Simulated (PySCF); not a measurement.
A structure optimised at PBE-D3(BJ)/def2-TZVP, used in a PySCF frequency run:

```xyz
4

Mg     0.0208    -0.0318     0.0000
F     -0.0025    -1.8009     0.0000
O     -0.0860     1.7557     0.0000
H      0.4619     2.5450     0.0000
```

Write its SMILES, formula and point group.

[OH][Mg][F], FHMgO, Cs

What are its rotational constants (standard atomic weights)?

1538.5, 4.3125, 4.3004 GHz
